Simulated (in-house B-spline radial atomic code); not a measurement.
Values are calculated unless marked as measured or tabulated.
**Weak and strong correlation along the adiabatic connection**

Two-electron singlets in several external potentials (atomic units), by full CI in B-splines with partial waves to l = 8 (correlation energies up to 0.6 % small). The repulsion is scaled by λ at fixed density; W(λ) is the mean repulsion less the Hartree energy, W(0) = E_x, and the area under W from 0 to 1 is E_xc.

One system gave this curve:

```json
{"λ": "0", "W (hartree)": "-4.6973"}
{"λ": "0.02", "W (hartree)": "-4.6992"}
{"λ": "0.05", "W (hartree)": "-4.702"}
{"λ": "0.12", "W (hartree)": "-4.7087"}
{"λ": "0.25", "W (hartree)": "-4.7209"}
{"λ": "0.4", "W (hartree)": "-4.7348"}
{"λ": "0.6", "W (hartree)": "-4.7531"}
{"λ": "0.8", "W (hartree)": "-4.771"}
{"λ": "1", "W (hartree)": "-4.7885"}
{"λ": "1.4", "W (hartree)": "-4.8227"}
{"λ": "2", "W (hartree)": "-4.8716"}
{"λ": "3", "W (hartree)": "-4.9474"}
{"λ": "4.5", "W (hartree)": "-5.0496"}
{"λ": "7", "W (hartree)": "-5.1943"}
{"λ": "10", "W (hartree)": "-5.3355"}
```

Which system is it?
A. −Z exp(−kr)/r, Z = 8.77, k = 3.31
B. −Z/r, Z = 1.45
C. −Z/r, Z = 1, wall at 2 bohr
D. ω²r²/2 − Z/r, ω = 0.913, Z = 2

A. The exchange energy sets the size: −Z exp(−kr)/r, Z = 8.77, k = 3.31: E_x = -4.7, E_c = -0.0464; ω²r²/2 − Z/r, ω = 0.913, Z = 2: E_x = -1.25, E_c = -0.0411; −Z/r, Z = 1, wall at 2 bohr: E_x = -0.989, E_c = -0.0425; −Z/r, Z = 1.45: E_x = -0.678, E_c = -0.0408 hartree.
